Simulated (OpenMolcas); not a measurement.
# Multiconfigurational calculation on B III

Input:

```
&GATEWAY
Coord
1

B 0.0 0.0 0.0
Basis=ANO-R3
Group=XYZ
NoMove
AngMom=0.0 0.0 0.0
AMFI
&SEWARD
* reference wave functions (RASSCF and RASSI steps not shown): 1 electron in 8 orbitals (2s 2p 3s 3p)
>>> COPY JOB001 $Project.JobIph
&CASPT2
Multistate=1 1
Frozen=0 0
IPEA=0.4
Shift=0.3
MaxIter=60
WThr=0.0 0.3 0.05
PrWF=0.5
NoMix
>>> COPY JOB002 $Project.JobIph
&CASPT2
Multistate=3 1 2 3
Frozen=0 0
IPEA=0.4
Shift=0.3
MaxIter=60
WThr=0.0 0.3 0.05
PrWF=0.5
NoMix
```

Launched by
```bash
OMP_NUM_THREADS=1 MOLCAS_MEM=2252 MOLCAS_PROJECT=a pymolcas a.inp > a.log  # once for each step of the input, in one work folder
```

Output, cut to the results:

```
--- CASPT2 ---
Orbital specifications:
      -----------------------

      Symmetry species                           1   2
                                                ag  au
      Frozen orbitals                            0   0
      Inactive orbitals                          1   0
      Active orbitals                            2   6
      Secondary orbitals                        11  13
      Deleted orbitals                           0   0
      Number of basis functions                 14  19
Type of calculation                        SS-CASPT2
      Fock operator                              state-specific
      IPEA shift                                 0.40
      Real shift                                 0.30
      Imaginary shift                            0.00
      The input orbitals will be transformed to quasi-canonical
Reference energy:         -23.3821010151
      E2 (Non-variational):      -0.0072926509
      Shift correction:          -0.0001303418
      E2 (Variational):          -0.0074229927
      Total energy:             -23.3895240078
      Residual norm:              0.0000000487
      Reference weight:           0.99957
      Contributions to the CASPT2 correlation energy
      Active & Virtual Only:         -0.0000000000
      One Inactive Excited:          -0.0018978400
      Two Inactive Excited:          -0.0053948109
::    CASPT2 Root  1     Total energy:    -23.38952401
--- CASPT2 ---
Orbital specifications:
      -----------------------

      Symmetry species                           1   2
                                                ag  au
      Frozen orbitals                            0   0
      Inactive orbitals                          1   0
      Active orbitals                            2   6
      Secondary orbitals                        11  13
      Deleted orbitals                           0   0
      Number of basis functions                 14  19
Type of calculation                        MS-CASPT2
      Fock operator                              state-specific
      IPEA shift                                 0.40
      Real shift                                 0.30
      Imaginary shift                            0.00
      The input orbitals will be transformed to quasi-canonical
Reference energy:         -23.1588821473
      E2 (Non-variational):      -0.0083396991
      Shift correction:          -0.0001538034
      E2 (Variational):          -0.0084935024
      Total energy:             -23.1673756498
      Residual norm:              0.0000000237
      Reference weight:           0.99949
      Contributions to the CASPT2 correlation energy
      Active & Virtual Only:          0.0000000000
      One Inactive Excited:          -0.0025545698
      Two Inactive Excited:          -0.0057851293
Reference energy:         -23.1588821473
      E2 (Non-variational):      -0.0083396991
      Shift correction:          -0.0001538034
      E2 (Variational):          -0.0084935024
      Total energy:             -23.1673756498
      Residual norm:              0.0000000237
      Reference weight:           0.99949
      Contributions to the CASPT2 correlation energy
      Active & Virtual Only:          0.0000000000
      One Inactive Excited:          -0.0025545698
      Two Inactive Excited:          -0.0057851293
::    CASPT2 Root  1     Total energy:    -23.16737565
::    CASPT2 Root  2     Total energy:    -23.16737565
::    CASPT2 Root  3     Total energy:    -23.16737565
::    MS-CASPT2 Root  1     Total energy:    -23.16737565
::    MS-CASPT2 Root  2     Total energy:    -23.16737565
::    MS-CASPT2 Root  3     Total energy:    -23.16737565
```

Levels above the lowest, from the spin-orbit matrix with the single-state CASPT2 energies, averaged by term, on its diagonal:

```json
{"Configuration": "2s", "Term": "2S", "J": "1/2", "E (cm-1)": "0.0", "Measured (cm-1)": "0.0", "g": "2.002", "Term weight %": "100"}
{"Configuration": "2p", "Term": "2P*", "J": "1/2", "E (cm-1)": "48736", "Measured (cm-1)": "48358", "g": "0.666", "Term weight %": "100"}
{"Configuration": "2p", "Term": "2P*", "J": "3/2", "E (cm-1)": "48766", "Measured (cm-1)": "48393", "g": "1.334", "Term weight %": "100"}
```

Against the 2 measured excited levels shown (Moore, Atomic Energy Levels, vol. I, NSRDS-NBS 35 (1971 reprint of NBS Circular 467, 1949)) the mean absolute deviation is 380 cm-1; the largest miss in energy is 2p 2P* 1/2: computed 48736, measured 48358 cm-1 (+0.8 %).

With one active electron outside closed inactive shells, the extra shells (3p 3s) add no correlation to the reference. With one active electron, CASPT2 adds the correlation within the correlated inactive shells and between them and that electron, and leaves the splitting within a term as the reference gives it. Computed and measured levels are paired by configuration, term and J; levels that our copy of the source lacks, or whose pairing is in doubt (as where it misses far off the trend of its configuration), stay unpaired and out of the deviations. Levels of configurations outside the active space are missing. The first state left out of the spin-orbit step lies near 190000 cm-1 above the lowest spin-free state of the reference (among the parities and spins computed), and the list stops at four fifths of that energy or lower.

The CASPT2 steps took 0.73 s on 1 thread of Arm Neoverse V2 (shared host); the integral step is not counted.

The term weight is that of the spin-free term in the level, not the purity of its configuration. * marks odd parity.
